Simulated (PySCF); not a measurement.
# Computed records: AlBH5, CH6BNSi, CH4BFSi, AlH4NSi and others

All values are calculated (PySCF 2.14.0). Calculation on a computer-drawn molecule: optimised geometry and harmonic frequencies of an isolated molecule of the commonest isotopes, restricted reference for singlets and unrestricted otherwise, frozen core in MP2.

Common to all runs: multiplicity 1.

(1) AlBH5

Start structure:
```xyz
7
AlBH5
B     -0.5191    -0.4668     0.6918
Al     0.3104    -1.8205     2.2238
H      0.1107     0.0473    -0.2215
H     -1.6802    -0.0833     0.6745
H      1.6867    -2.5694     1.7112
H      0.6610    -0.8742     3.5347
H     -0.7919    -2.9688     2.6556
```

| Property | Result |
| --- | --- |
| charge | -1 |
| method | MP2 |
| basis | aug-cc-pV(D+d)Z |
| rotational constants | 54.43, 9.07, 8.753 GHz |
| total energy | -269.6616 hartree |
| convergence status largest gradient component | 3.447e-05 hartree/bohr |

Drawn bonds:
```csv
atom,other atom,order
1,2,1
1,3,1
1,4,1
2,5,1
2,6,1
2,7,1
```

Optimised structure:
```xyz
7
AlBH5
B     -0.5184    -0.4796     0.7012
Al     0.3031    -1.8372     2.2126
H      0.1431     0.1247    -0.1376
H     -1.6964    -0.1443     0.6222
H      1.6623    -2.5997     1.6922
H      0.6784    -0.8422     3.4763
H     -0.7944    -2.9574     2.7033
```

Modes:
```csv
frequency (cm⁻¹),reduced mass (dalton)
63.48,1.009
303.4,1.099
351.6,1.034
508,4.068
633.5,1.305
761,1.053
767.4,1.101
787.1,1.059
853.9,1.377
1192,1.138
1648,1.048
1668,1.05
1723,1.018
2458,1.058
2492,1.114
```

(2) CH6BNSi

Start structure:
```xyz
10
CH6BNSi
C     -1.3960    -0.4692    -1.9196
B     -1.7773    -0.7704    -0.6626
N     -2.1836    -1.1896     0.6296
Si    -1.4327    -0.8417     2.1941
H     -1.7170     0.4613    -2.3907
H     -0.7905    -1.0660    -2.5459
H     -3.0295    -1.7205     0.6969
H     -0.2269    -0.0136     1.9466
H     -2.4109    -0.0747     3.0028
H     -1.1054    -2.1476     2.7956
```

| Item | Value |
| --- | --- |
| charge | 0 |
| method | HF |
| basis | cc-pV(D+d)Z |
| rotational constants | 24.46, 2.576, 2.434 GHz |
| total energy | -409.4471 hartree |
| convergence status largest gradient component | 2.284e-05 hartree/bohr |

Drawn bonds:
```csv
atom,other atom,order
1,2,2
2,3,1
3,4,1
1,5,1
1,6,1
3,7,1
4,8,1
4,9,1
4,10,1
```

Optimised structure:
```xyz
10
CH6BNSi
C     -1.3939    -0.4394    -1.9038
B     -1.8179    -0.8271    -0.6385
N     -2.2255    -1.2041     0.6218
Si    -1.4392    -0.8363     2.1492
H     -1.7163     0.4919    -2.3548
H     -0.7243    -1.0523    -2.4959
H     -3.0697    -1.7493     0.6600
H     -0.2312    -0.0504     1.8499
H     -2.3621    -0.0712     3.0148
H     -1.0897    -2.0938     2.8440
```

Modes:
```csv
frequency (cm⁻¹),reduced mass (dalton)
52.09,1.191
157.7,3.817
271.4,1.19
377.2,1.915
473.9,4.816
663.1,1.069
665.5,1.885
780,1.287
781.9,1.232
830.9,2.103
858.9,1.941
1018,1.051
1020,1.992
1038,1.183
1067,1.152
1357,1.284
1467,1.213
1847,8.584
2317,1.051
2330,1.03
2365,1.04
3303,1.062
3384,1.11
3768,1.074
```

(3) CH4BFSi

Start structure:
```xyz
8
CH4BFSi
B      0.6314     1.0125    -0.3596
C      0.1795     0.1654    -1.2951
Si    -1.0685    -1.1633    -1.0631
F     -1.5005    -1.1045     0.4741
H      0.9671     1.6516     0.5624
H      0.5470     0.2246    -2.3301
H     -2.3461    -0.9700    -1.7993
H     -0.5365    -2.5361    -1.2711
```

| Property | Result |
| --- | --- |
| charge | 0 |
| method | HF |
| basis | cc-pV(D+d)Z |
| rotational constants | 10.73, 4.861, 3.479 GHz |
| total energy | -453.2734 hartree |
| convergence status largest gradient component | 3.098e-05 hartree/bohr |

Drawn bonds:
```csv
atom,other atom,order
1,2,2
2,3,1
3,4,1
1,5,1
2,6,1
3,7,1
3,8,1
```

Optimised structure:
```xyz
8
CH4BFSi
B      0.5862     0.9519    -0.3297
C      0.1861     0.1445    -1.3753
Si    -1.0659    -1.1554    -1.0435
F     -1.4398    -1.0442     0.5348
H      0.9025     1.6199     0.5836
H      0.5888     0.2563    -2.3783
H     -2.3193    -0.9689    -1.7989
H     -0.5652    -2.5238    -1.2745
```

Modes:
```csv
frequency (cm⁻¹),reduced mass (dalton)
131.7,4.198
140.4,2.153
359.7,4.2
493.6,1.154
721.8,3.67
729.8,1.456
767.2,1.328
786.9,1.096
806.6,1.44
867.8,3.459
1009,1.431
1041,1.301
1071,1.091
1571,5.838
2328,1.053
2342,1.029
2950,1.133
3320,1.09
```

(4) AlH4NSi

Start structure:
```xyz
7
AlH4NSi
Al    -2.8865     2.0189    -0.2316
N     -2.0796     0.6152    -0.2451
Si    -1.2391    -0.8469    -0.2592
H     -3.6596     3.3637    -0.2187
H     -0.6249    -1.1632     1.0611
H     -0.1271    -0.8546    -1.2512
H     -2.1143    -2.0032    -0.6019
```

| Property | Result |
| --- | --- |
| charge | 0 |
| method | MP2 |
| basis | cc-pV(D+d)Z |
| rotational constants | 87.46, 2.741, 2.741 GHz |
| total energy | -587.9493 hartree |
| convergence status largest gradient component | 1.736e-05 hartree/bohr |

Drawn bonds:
```csv
atom,other atom,order
1,2,2
2,3,1
1,4,1
3,5,1
3,6,1
3,7,1
```

Optimised structure:
```xyz
7
AlH4NSi
Al    -2.9033     2.0481    -0.2313
N     -2.0783     0.6130    -0.2451
Si    -1.2235    -0.8741    -0.2595
H     -3.6788     3.3972    -0.2183
H     -0.6173    -1.1735     1.0661
H     -0.1175    -0.8639    -1.2551
H     -2.1124    -2.0169    -0.6033
```

Modes:
```csv
frequency (cm⁻¹),reduced mass (dalton)
62.47,5.843
62.68,5.849
398.1,1.098
399.1,1.099
551.7,10.19
729.9,1.184
730.1,1.184
992.3,1.045
992.3,1.045
1020,1.093
1281,12.4
2072,1.053
2242,1.051
2242,1.051
2252,1.019
```

(5) CH6BClSi

Start structure:
```xyz
10
CH6BClSi
C     -1.9604     0.3490     1.1088
B     -0.7494     1.1259     1.7902
Si     1.1050     0.6968     1.2418
Cl     1.4013     1.7007    -0.5946
H     -2.7547     0.3025     1.7866
H     -2.2825     0.9584     0.2924
H     -1.7102    -0.6126     0.6689
H     -0.9966     1.9647     2.5467
H      1.4803    -0.6344     0.9961
H      2.2112     1.2384     2.0703
```

| Property | Result |
| --- | --- |
| charge | 0 |
| method | HF |
| basis | cc-pV(D+d)Z |
| rotational constants | 14.35, 1.685, 1.554 GHz |
| total energy | -814.5239 hartree |
| convergence status largest gradient component | 6.57e-06 hartree/bohr |

Drawn bonds:
```csv
atom,other atom,order
1,2,1
2,3,1
3,4,1
1,5,1
1,6,1
1,7,1
2,8,1
3,9,1
3,10,1
```

Optimised structure:
```xyz
10
CH6BClSi
C     -1.9614     0.2458     1.4233
B     -0.8387     1.2698     1.0105
Si     1.1363     0.7583     1.0312
Cl     2.3864     2.4215     0.8511
H     -2.2777     0.5455     2.4348
H     -2.8524     0.3311     0.7950
H     -1.6559    -0.8011     1.4776
H     -1.1618     2.3847     0.7012
H      1.4498    -0.1400    -0.1034
H      1.5193     0.0739     2.2858
```

Modes:
```csv
frequency (cm⁻¹),reduced mass (dalton)
26.11,2.395
93.17,1.089
126.2,4.011
269.3,3.894
414.5,1.178
537.3,9.496
611.1,2.431
650.3,1.37
749.5,1.074
863.2,1.131
910.1,1.266
931.3,1.653
1017,1.08
1069,2.199
1207,1.577
1427,1.289
1535,1.052
1570,1.072
2310,1.044
2316,1.037
2698,1.093
3131,1.05
3210,1.081
3252,1.104
```

(6) B2FH4

Start structure:
```xyz
7
B2FH4
B     -1.3664     1.5989     2.2450
B     -1.4852     0.8881     3.7946
F     -1.8011     1.5502     4.9690
H     -2.0606     0.9320     1.4460
H     -1.6906     2.7989     2.2021
H     -0.1704     1.4686     1.8887
H     -1.2815    -0.2979     4.0589
```

| Quantity | Value |
| --- | --- |
| charge | -1 |
| method | MP2 |
| basis | aug-cc-pVDZ |
| rotational constants | 45.07, 7.441, 6.725 GHz |
| total energy | -151.5936 hartree |
| convergence status largest gradient component | 3.824e-05 hartree/bohr |

Drawn bonds:
```csv
atom,other atom,order
1,2,1
2,3,1
1,4,1
1,5,1
1,6,1
2,7,1
```

Optimised structure:
```xyz
7
B2FH4
B     -1.4355     1.5974     2.2354
B     -1.5145     0.8833     3.7655
F     -1.5786     1.5888     4.9917
H     -1.9614     0.8950     1.3582
H     -1.7774     2.7840     2.1603
H     -0.1893     1.5109     2.0699
H     -1.3991    -0.3207     4.0233
```

Modes:
```csv
frequency (cm⁻¹),reduced mass (dalton)
91.49,1.262
296.5,1.516
329.5,1.481
654.5,1.848
849.9,2.043
908.6,1.825
995.7,2.583
1065,1.353
1116,1.065
1154,1.088
1209,1.785
2243,1.07
2349,1.069
2386,1.1
2411,1.09
```
